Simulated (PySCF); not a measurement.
Compound: C₉H₁₆.
Structure used (PBE0-D3(BJ)/def2-SVP), in Å, numbered top down from 1:
```xyz
25
C9H16 angstrom
C     -1.4768   -0.5163    1.9709
C     -1.2661   -0.2084    0.6852
C     -2.2042    0.6770   -0.0851
C     -0.1173   -0.7828   -0.0879
C     -0.3425   -1.8607   -0.8490
C      1.2462   -0.0960    0.0305
C      2.2418   -0.6374   -0.9946
C      1.0940    1.4160   -0.1825
C      1.8113   -0.3387    1.4383
H     -2.3313   -0.1050    2.5168
H     -0.8181   -1.1994    2.5121
H     -2.6586    0.1118   -0.9155
H     -3.0090    1.0678    0.5541
H     -1.6756    1.5274   -0.5429
H     -1.3339   -2.3213   -0.8801
H      0.4352   -2.3257   -1.4577
H      2.4415   -1.7090   -0.8441
H      1.8791   -0.4960   -2.0243
H      3.2017   -0.1071   -0.8979
H      0.7023    1.6422   -1.1865
H      0.4187    1.8615    0.5635
H      2.0729    1.9110   -0.0833
H      2.8010    0.1360    1.5340
H      1.9272   -1.4154    1.6362
H      1.1579    0.0865    2.2133
```

The closed-shell ground state was solved at several levels (PySCF, density fitting, gas phase, non-relativistic).

```json
{"level": "PBE0/pcSseg-1", "basis functions": "233", "total energy (Eh)": "-352.0691", "HOMO (eV)": "-6.99", "LUMO (eV)": "0.25", "gap (eV)": "7.24", "dipole (D)": "0.47"}
{"level": "CAM-B3LYP/def2-SVPD", "basis functions": "308", "total energy (Eh)": "-352.0993", "HOMO (eV)": "-8.33", "LUMO (eV)": "1.21", "gap (eV)": "9.54", "dipole (D)": "0.47"}
```

Problem. What might PBE/pcSseg-1 (233 basis functions) give for the same quantities?

Solution. Total energy -352.0121 Eh, HOMO -5.89 eV, LUMO -0.78 eV, gap 5.11 eV, dipole 0.50 D.

Problem. Over all these levels, which gives the widest orbital gap and which the narrowest?

Solution. CAM-B3LYP/def2-SVPD (range-separated hybrid) has the widest, 9.54 eV, and PBE/pcSseg-1 (GGA) the narrowest, 5.11 eV. Functional and basis both differ between the two, so the spread mixes both effects.

Problem. How far do the dipole and the HOMO energy spread over the levels?

Solution. The dipole runs from 0.47 to 0.50 D (mean 0.48 D) and the HOMO from -8.33 to -5.89 eV.

One conformer stands for the species.
